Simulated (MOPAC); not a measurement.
Input file for MOPAC: PM7 on MgO-, 2S+1 = 2, a spin state set in the input, which need not be the lowest, a point of a bond scan (R = 1.664 Å). Charge -1.

```
PM7 1SCF PRECISE CHARGE=-1 UHF MS=0.5 THREADS=1
MgO

O      0.00000000 1     0.00000000 1     0.00000000 1
Mg     0.00000000 1     0.00000000 1     1.66418000 1
```

It printed:

```
*******************************************************************************
 **                                                                           **
 **                              MOPAC v23.2.5                                **
 **                                                                           **
 *******************************************************************************
 ** MOPAC's Digital Object Identifier: https://doi.org/10.5281/zenodo.6511958 **
 **                                                                           **
 ** Please cite the open-source release paper for use of this MOPAC version:  **
 ** J. E. Moussa and J. J. P. Stewart (2026)                                  **
 ** MOPAC: An open-source semiempirical molecular orbital program             **
 ** J. Open Source Softw., 11(119), 8025, https://doi.org/10.21105/joss.08025 **
 *******************************************************************************

                              PM7 CALCULATION RESULTS

 *******************************************************************************
 *  PM7        - The PM7 Hamiltonian to be used
 *  UHF        - UNRESTRICTED HARTREE-FOCK CALCULATION
 *
 *
 *
 *                 CHARGE ON SYSTEM = -1
 *
 *
 *
 *  MS=        - IN MECI, MAGNETIC COMPONENT OF SPIN =  0.5
 *  PRECISE    - TIGHTER CRITERIA TO BE USED
 *  1SCF       - DO 1 SCF AND THEN STOP
 *  THREADS=1  - MULTI-THREADING NOT USED
 *  T=         - A TIME OF 172800.0 SECONDS REQUESTED
 *  DUMP=N     - RESTART FILE WRITTEN EVERY 7200.0 SECONDS REQUESTED
 *******************************************************************************
PM7 1SCF PRECISE CHARGE=-1 UHF MS=0.5 THREADS=1
 MgO

   ATOM   CHEMICAL          X               Y               Z
  NUMBER   SYMBOL      (ANGSTROMS)     (ANGSTROMS)     (ANGSTROMS)

     1       O          0.00000000  *   0.00000000  *   0.00000000  *
     2      Mg          0.00000000  *   0.00000000  *   1.66418000  *



          CARTESIAN COORDINATES

    NO.       ATOM           X           Y           Z

     1         O          0.0000      0.0000      0.0000
     2        Mg          0.0000      0.0000      1.6642

 General Reference for PM7:
 "Optimization of Parameters for Semiempirical Methods VI: More Modifications to the
 NDDO Approximations and Re-optimization of Parameters", J. J. P. Stewart, J. Mol. Mod., 1:32, 19 (2013)
 https://link.springer.com/article/10.1007/s00894-012-1667-x

           Empirical Formula: O Mg  =     2 atoms



      MOLECULAR POINT GROUP   :   C*v


          UHF CALCULATION, NO. OF ALPHA ELECTRONS =    5
                           NO. OF BETA  ELECTRONS =    4

 -------------------------------------------------------------------------------
 PM7 1SCF PRECISE CHARGE=-1 UHF MS=0.5 THREADS=1
 MgO



     1SCF WAS SPECIFIED, SO BFGS WAS NOT USED
     SCF FIELD WAS ACHIEVED


                              PM7 CALCULATION
                                                       MOPAC v23.2.5 Linux




          FINAL HEAT OF FORMATION =         30.43602 KCAL/MOL =     127.34433 KJ/MOL


          COSMO AREA              =         64.15 SQUARE ANGSTROMS
          COSMO VOLUME            =         46.03 CUBIC ANGSTROMS

          IONIZATION POTENTIAL    =          0.848383 EV
          ALPHA SOMO LUMO (EV)    =         -0.848  6.421
          BETA  SOMO LUMO (EV)    =         -3.941  8.192
          NO. OF ALPHA ELECTRONS  =          5
          NO. OF BETA  ELECTRONS  =          4
          MOLECULAR WEIGHT        =         40.3044         POINT GROUP:  C*v

          MOLECULAR DIMENSIONS (Angstroms)

            Atom       Atom       Distance
           Mg     2    O     1     1.66418
           Mg     2    O     1     0.00000
            O     1   Mg     2     0.00000


          SCF CALCULATIONS        =          1





   ATOM   CHEMICAL          X               Y               Z
  NUMBER   SYMBOL      (ANGSTROMS)     (ANGSTROMS)     (ANGSTROMS)

     1       O          0.00000000  *   0.00000000  *   0.00000000  *
     2      Mg          0.00000000  *   0.00000000  *   1.66418000  *

                             CARTESIAN COORDINATES

   1    O        0.000000000     0.000000000     0.000000000
   2   Mg        0.000000000     0.000000000     1.664180000


           Empirical Formula: O Mg  =     2 atoms



      MOLECULAR POINT GROUP   :   C*v


          ALPHA EIGENVALUES
 -15.69123  -4.93245  -3.56063  -2.39266  -0.84838   6.42134   6.52811  12.31519


           BETA EIGENVALUES
 -20.11687  -5.71094  -5.45675  -3.94138   8.19239   8.21387   8.80196  13.40631


              NET ATOMIC CHARGES AND DIPOLE CONTRIBUTIONS

  ATOM NO.   TYPE          CHARGE      No. of ELECS.   s-Pop       p-Pop
    1          O          -0.499652        6.4997     1.91948     4.58017
    2         Mg          -0.500348        2.5003     0.09816     2.40219
 DIPOLE           X         Y         Z       TOTAL
 POINT-CHG.     0.000     0.000     0.821     0.821
 HYBRID         0.000     0.000     1.366     1.366
 SUM            0.000     0.000     2.187     2.187


          ATOMIC ORBITAL ELECTRON POPULATIONS

     Atom    s        px        py        pz
    1  O   1.91948   1.96958   1.18430   1.42629
    2 Mg   0.09816   1.03042   0.81570   0.55608


                    (SZ)    =    0.500000
                    (S**2)  =    1.480146


          ATOMIC ORBITAL SPIN POPULATIONS

    Atom   Total    s     px     py     pz
         Atomic
    1  O -0.9835 -0.018  0.030 -0.769 -0.228
    2 Mg  1.9835  0.011  0.970  0.769  0.235

 **********************
 *                    *
 * JOB ENDED NORMALLY *
 *                    *
 **********************




 == MOPAC DONE ==
```

The run finished. Its determinant has ⟨S²⟩ = 1.48, a mixture of spin states.

Cost: about 0.020 core-seconds (a rough figure).
